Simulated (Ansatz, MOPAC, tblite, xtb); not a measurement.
Dissociation curve of SeLi (cation, charge +1), lowest singlet found (which spin is the ground state isn't settled by this scan).

- GFN2-xTB, 300 K electronic temperature (tblite)
- PM7, restricted, heats of formation (MOPAC)
- GFN1-xTB (xtb)
- FCI = full CI/aug-cc-pVDZ, cores with 3d frozen run with Ansatz (an electronic-structure program)

Energies relative to the lowest point of each curve between 2.26 and 3.36 Å, where full CI is lowest, in kcal/mol; the last columns give the difference from FCI:

| R / Å | GFN2-xTB | PM7 | GFN1-xTB | FCI | GFN2-xTB − FCI | PM7 − FCI | GFN1-xTB − FCI |
|---|---|---|---|---|---|---|---|
| 1.77 | 55.2 | 152.1 | 48.2 | 66.4 | -11.2 | 85.7 | -18.2 |
| 1.92 | 25.6 | 95.8 | 18.5 | 36.3 | -10.7 | 59.5 | -17.9 |
| 2.07 | 11.0 | 58.6 | 6.0 | 18.5 | -7.6 | 40.0 | -12.6 |
| 2.15 | 6.6 | 44.4 | 2.8 | 12.4 | -5.8 | 31.9 | -9.6 |
| 2.26 | 3.0 | 29.6 | 0.6 | 6.6 | -3.6 | 23.0 | -6.0 |
| 2.37 | 1.1 | 19.0 | 0.0 | 3.0 | -1.9 | 16.0 | -3.0 |
| 2.41 | 0.7 | 16.1 | 0.0 | 2.1 | -1.4 | 13.9 | -2.1 |
| 2.49 | 0.2 | 11.2 | 0.3 | 0.9 | -0.7 | 10.3 | -0.6 |
| 2.58 | 0.0 | 7.1 | 0.9 | 0.2 | -0.2 | 6.9 | 0.7 |
| 2.69 | 0.0 | 3.7 | 2.0 | 0.0 | 0.0 | 3.7 | 2.0 |
| 2.79 | 0.2 | 1.8 | 3.2 | 0.3 | -0.1 | 1.5 | 2.9 |
| 2.97 | 0.6 | 0.2 | 5.8 | 1.6 | -1.1 | -1.4 | 4.2 |
| 3.11 | 0.9 | 0.0 | 8.0 | 3.0 | -2.1 | -3.0 | 5.0 |
| 3.36 | 2.0 | 0.8 | 11.8 | 5.6 | -3.6 | -4.8 | 6.2 |
| 3.63 | 3.6 | 2.2 | 15.5 | 8.3 | -4.7 | -6.1 | 7.2 |
| 3.94 | 5.4 | 3.7 | 19.3 | 10.8 | -5.4 | -7.1 | 8.5 |
| 4.42 | 7.9 | 5.2 | 24.5 | 13.6 | -5.7 | -8.4 | 10.8 |
| 4.86 | 9.6 | 6.1 | 28.2 | 15.3 | -5.7 | -9.3 | 12.9 |
| 5.49 | — | 6.7 | 31.6 | 16.7 | — | -10.0 | 14.9 |
| 6.25 | — | 7.0 | — | 17.6 | — | -10.6 | — |
| 7.24 | — | 7.1 | — | 18.2 | — | -11.1 | — |
| 8.49 | — | 7.1 | — | 18.6 | — | -11.5 | — |

GFN2-xTB is furthest from FCI at 1.77 (-11.2 kcal/mol, below); its mean absolute difference over the points is 4.0 kcal/mol.

PM7 is furthest from FCI at 1.77 (85.7 kcal/mol, above); its mean absolute difference over the points is 17.1 kcal/mol.

GFN1-xTB is furthest from FCI at 1.77 (-18.2 kcal/mol, below); its mean absolute difference over the points is 7.6 kcal/mol.

A dash means that the run gave no value there, or that the column was ended at a point which the program doubted or which failed a test of continuity chosen for this set; such a test can also cut sound points.

The restricted form behind PM7 keeps the bonding electrons paired and can't separate into open-shell fragments. Also computed but left out beside FCI, since their determinant holds another spin at the minimum (<S²> over 0.7 above the pure value): UHF, UMP2, UCCSD, UCCSD(T), UKS-PBE, UKS-B3LYP, UKS-B3LYP/6-31G*, UMP2/3-21G, UMP2/6-31G*, UKS-BP86/6-31G*.
